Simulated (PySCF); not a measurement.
C$_{3}$H$_{9}$ClInN, singlet, at a GFN2-xTB geometry (such geometries of metal compounds can be far from the true shape) (all electrons, no relativity); CASSCF(8,8)/STO-3G in PySCF.

The PySCF input:
```python
from pyscf import gto, scf, mcscf
import numpy

mol = gto.Mole()
mol.atom = '''
    In   -0.317047    0.143374   -0.233144
    Cl   -0.817303   -2.075477   -0.729936
    C    -1.243672    1.721915   -1.544565
    H    -0.470260    2.114562   -2.199155
    H    -1.675404    2.520638   -0.949029
    H    -2.010885    1.216266   -2.123149
    N     1.442505    0.398372    0.940144
    C     1.789890   -0.679632    1.837416
    C     1.594750    1.691962    1.565804
    H     2.866209   -0.643830    2.042857
    H     1.261238   -0.626194    2.802450
    H     1.562249   -1.633725    1.355410
    H     1.060587    1.777089    2.524527
    H     2.658348    1.872184    1.760429
    H     1.234018    2.466691    0.885705
'''
mol.basis = 'sto-3g'
mol.charge = 0
mol.spin = 0
mol.verbose = 4
mol.build()

mf = scf.RHF(mol)
mf.kernel()
mc = mcscf.CASSCF(mf, 8, 8)
mc.fix_spin_(ss=0.0)
mc.kernel()
occ = numpy.linalg.eigvalsh(mc.fcisolver.make_rdm1(mc.ci, mc.ncas, mc.nelecas))[::-1]
ss = mc.fcisolver.spin_square(mc.ci, mc.ncas, mc.nelecas)[0]
print('natural occupations', occ.round(4), ' <S^2>', round(ss, 4))
```

It wrote (shortened):

```
PySCF version 2.14.0

[INPUT] verbose = 4
[INPUT] num. atoms = 15
[INPUT] num. electrons = 100
[INPUT] charge = 0
[INPUT] spin (= nelec alpha-beta = 2S) = 0
[INPUT] symmetry False subgroup None
[INPUT] Mole.unit = angstrom
[INPUT] Symbol           X                Y                Z      unit          X                Y                Z       unit  Magmom
[...]
nuclear repulsion = 703.791488136205
number of shells = 37
number of NR pGTOs = 195
number of NR cGTOs = 65
basis = sto-3g
ecp = {}

******** <class 'pyscf.scf.hf.RHF'> ********
method = RHF
initial guess = minao
damping factor = 0
level_shift factor = 0
DIIS = <class 'pyscf.scf.diis.CDIIS'>
diis_start_cycle = 1
diis_space = 8
diis_damp = 0
SCF conv_tol = 1e-09
SCF conv_tol_grad = None
SCF max_cycles = 50
direct_scf = True
direct_scf_tol = 1e-13
Set gradient conv threshold to 3.16228e-05
Initial guess from minao.
init E= -6293.29231688026
[...]
cycle= 1 E= -6308.6307108847  delta_E= -15.3  |g|= 0.495  |ddm|= 4.51
[...]
cycle= 2 E= -6308.75295095701  delta_E= -0.122  |g|= 0.127  |ddm|= 1.05
[...]
cycle= 3 E= -6308.76185930745  delta_E= -0.00891  |g|= 0.053  |ddm|= 0.309
[...]
cycle= 4 E= -6308.76328974268  delta_E= -0.00143  |g|= 0.0125  |ddm|= 0.11
[...]
cycle= 5 E= -6308.76348424015  delta_E= -0.000194  |g|= 0.00533  |ddm|= 0.0521
[...]
cycle= 6 E= -6308.76351504635  delta_E= -3.08e-05  |g|= 0.00173  |ddm|= 0.0211
[...]
cycle= 7 E= -6308.76351951587  delta_E= -4.47e-06  |g|= 0.000399  |ddm|= 0.00961
[...]
cycle= 8 E= -6308.76351972637  delta_E= -2.11e-07  |g|= 0.00011  |ddm|= 0.00204
[...]
cycle= 9 E= -6308.7635197388  delta_E= -1.24e-08  |g|= 2.12e-05  |ddm|= 0.000465
[...]
cycle= 10 E= -6308.76351973941  delta_E= -6.14e-10  |g|= 5.69e-06  |ddm|= 8.78e-05
[...]
Extra cycle  E= -6308.76351973937  delta_E= 3.91e-11  |g|= 2.7e-06  |ddm|= 1.47e-05
converged SCF energy = -6308.76351973937

******** <class 'pyscf.mcscf.mc1step.CASSCF'> ********
CAS (4e+4e, 8o), ncore = 46, nvir = 11
max_cycle_macro = 50
max_cycle_micro = 4
conv_tol = 1e-07
conv_tol_grad = None
orbital rotation max_stepsize = 0.02
orbital rotation threshold for CI restart = 0.01
augmented hessian ah_max_cycle = 30
augmented hessian ah_conv_tol = 1e-12
augmented hessian ah_linear dependence = 1e-14
augmented hessian ah_level shift = 1e-08
augmented hessian ah_start_tol = 2.5
augmented hessian ah_start_cycle = 3
augmented hessian ah_grad_trust_region = 3
kf_trust_region = 3
kf_interval = 4
ci_response_space = 4
ci_grad_trust_region = 3
with_dep4 0
natorb = False
canonicalization = True
sorting_mo_energy = False
ao2mo_level = 2
internal_rotation = False
******** <class 'pyscf.fci.addons.SpinPenaltyFCISolver'> ********
max. cycles = 50
conv_tol = 1e-08
davidson only = True
linear dependence = 1e-12
level shift = 0.001
max iter space = 12
nroots = 1
pspace_size = 400
spin = None
CASCI E = -6308.78080523653  S^2 = 0.0000000
Set conv_tol_grad to 0.000316228
macro iter   1 ( 21 JK    4 micro), CASSCF E = -6308.79501100568  dE = -1.42057691e-02  S^2 = 0.0000000
               |grad[o]|=0.0255  |grad[c]|=0.0279  |ddm|=0.104  |maxRot[o]|=0.239
macro iter   2 ( 21 JK    4 micro), CASSCF E = -6308.79969602027  dE = -4.68501459e-03  S^2 = 0.0000000
               |grad[o]|=0.0221  |grad[c]|=0.014  |ddm|=0.025  |maxRot[o]|=0.0855
macro iter   3 ( 21 JK    4 micro), CASSCF E = -6308.80105012830  dE = -1.35410804e-03  S^2 = 0.0000000
               |grad[o]|=0.0148  |grad[c]|=0.0108  |ddm|=0.0129  |maxRot[o]|=0.0544
macro iter   4 ( 21 JK    4 micro), CASSCF E = -6308.80220637635  dE = -1.15624805e-03  S^2 = 0.0000000
               |grad[o]|=0.0117  |grad[c]|=0.011  |ddm|=0.00984  |maxRot[o]|=0.0611
macro iter   5 ( 21 JK    4 micro), CASSCF E = -6308.80269319969  dE = -4.86823337e-04  S^2 = 0.0000000
               |grad[o]|=0.0103  |grad[c]|=0.0104  |ddm|=0.00905  |maxRot[o]|=0.0636
macro iter   6 ( 21 JK    4 micro), CASSCF E = -6308.80302886262  dE = -3.35662934e-04  S^2 = 0.0000000
[...]
               |grad[o]|=0.00468  |grad[c]|=0.0376  |ddm|=0.0603  |maxRot[o]|=0.191
macro iter  21 ( 21 JK    4 micro), CASSCF E = -6308.81724115634  dE = -5.06567908e-03  S^2 = 0.0000000
               |grad[o]|=0.0098  |grad[c]|=0.0369  |ddm|=0.0741  |maxRot[o]|=0.298
macro iter  22 ( 21 JK    4 micro), CASSCF E = -6308.82217361627  dE = -4.93245993e-03  S^2 = 0.0000000
               |grad[o]|=0.0136  |grad[c]|=0.0192  |ddm|=0.0428  |maxRot[o]|=0.184
macro iter  23 ( 21 JK    4 micro), CASSCF E = -6308.82547518606  dE = -3.30156979e-03  S^2 = 0.0000000
               |grad[o]|=0.0101  |grad[c]|=0.0158  |ddm|=0.0203  |maxRot[o]|=0.195
macro iter  24 ( 21 JK    4 micro), CASSCF E = -6308.82835872686  dE = -2.88354080e-03  S^2 = 0.0000000
               |grad[o]|=0.00969  |grad[c]|=0.0251  |ddm|=0.0275  |maxRot[o]|=0.226
macro iter  25 ( 21 JK    4 micro), CASSCF E = -6308.83257766721  dE = -4.21894035e-03  S^2 = 0.0000000
               |grad[o]|=0.00945  |grad[c]|=0.0371  |ddm|=0.0632  |maxRot[o]|=0.212
macro iter  26 ( 12 JK    3 micro), CASSCF E = -6308.83732070105  dE = -4.74303384e-03  S^2 = 0.0000000
               |grad[o]|=0.0107  |grad[c]|=0.0232  |ddm|= 0.03  |maxRot[o]|=0.146
macro iter  27 ( 21 JK    4 micro), CASSCF E = -6308.83827229112  dE = -9.51590075e-04  S^2 = 0.0000000
               |grad[o]|=0.0082  |grad[c]|=0.0215  |ddm|=0.0151  |maxRot[o]|=0.0611
macro iter  28 ( 21 JK    4 micro), CASSCF E = -6308.83842845664  dE = -1.56165514e-04  S^2 = 0.0000000
               |grad[o]|=0.00691  |grad[c]|=0.0193  |ddm|=0.0116  |maxRot[o]|=0.0158
macro iter  29 ( 21 JK    4 micro), CASSCF E = -6308.83844665718  dE = -1.82005388e-05  S^2 = 0.0000000
               |grad[o]|=0.00691  |grad[c]|=0.0181  |ddm|=0.00916  |maxRot[o]|=0.0051
macro iter  30 ( 21 JK    4 micro), CASSCF E = -6308.83843295011  dE =  1.37070647e-05  S^2 = 0.0000000
               |grad[o]|=0.00688  |grad[c]|=0.0178  |ddm|=0.00863  |maxRot[o]|=0.00207
macro iter  31 ( 20 JK    4 micro), CASSCF E = -6308.83940047291  dE = -9.67522794e-04  S^2 = 0.0000000
               |grad[o]|=0.0069  |grad[c]|=0.00351  |ddm|=0.00275  |maxRot[o]|=0.0539
macro iter  32 ( 20 JK    4 micro), CASSCF E = -6308.83948353996  dE = -8.30670560e-05  S^2 = 0.0000000
               |grad[o]|=0.00398  |grad[c]|=0.0099  |ddm|=0.00594  |maxRot[o]|=0.0119
macro iter  33 ( 17 JK    4 micro), CASSCF E = -6308.83947705175  dE =  6.48820696e-06  S^2 = 0.0000000
               |grad[o]|=0.00384  |grad[c]|=0.00875  |ddm|=0.00414  |maxRot[o]|=0.00135
macro iter  34 ( 21 JK    4 micro), CASSCF E = -6308.83983757362  dE = -3.60521870e-04  S^2 = 0.0000000
               |grad[o]|=0.00388  |grad[c]|=0.0029  |ddm|=0.0017  |maxRot[o]|=0.0355
macro iter  35 ( 14 JK    4 micro), CASSCF E = -6308.83988333770  dE = -4.57640772e-05  S^2 = 0.0000000
               |grad[o]|=0.0018  |grad[c]|=0.00409  |ddm|=0.00324  |maxRot[o]|=0.0114
macro iter  36 (  4 JK    1 micro), CASSCF E = -6308.83995280885  dE = -6.94711443e-05  S^2 = 0.0000000
               |grad[o]|=0.00155  |grad[c]|=0.00377  |ddm|=0.00178  |maxRot[o]|=0.0214
macro iter  37 (  9 JK    3 micro), CASSCF E = -6308.83995460847  dE = -1.79962535e-06  S^2 = 0.0000000
               |grad[o]|=0.000397  |grad[c]|=0.000112  |ddm|=0.00115  |maxRot[o]|=0.004
macro iter  38 (  3 JK    1 micro), CASSCF E = -6308.83995463264  dE = -2.41680027e-08  S^2 = 0.0000000
               |grad[o]|=6.46e-05  |grad[c]|=6.19e-05  |ddm|=5.11e-05  |maxRot[o]|=0.000277
1-step CASSCF converged in  38 macro (725 JK 144 micro) steps
CASSCF canonicalization
Density matrix diagonal elements [1.97812109 1.9746315  1.96669763 1.96113268 0.03923007 0.0323321
 0.02513651 0.02271841]
CASSCF energy = -6308.83995463264
CASCI E = -6308.83995463264  E(CI) = -13.8376912241956  S^2 = 0.0000000
natural occupations [1.9808 1.9775 1.9703 1.9588 0.0474 0.023  0.0217 0.0205]  <S^2> 0.0
```
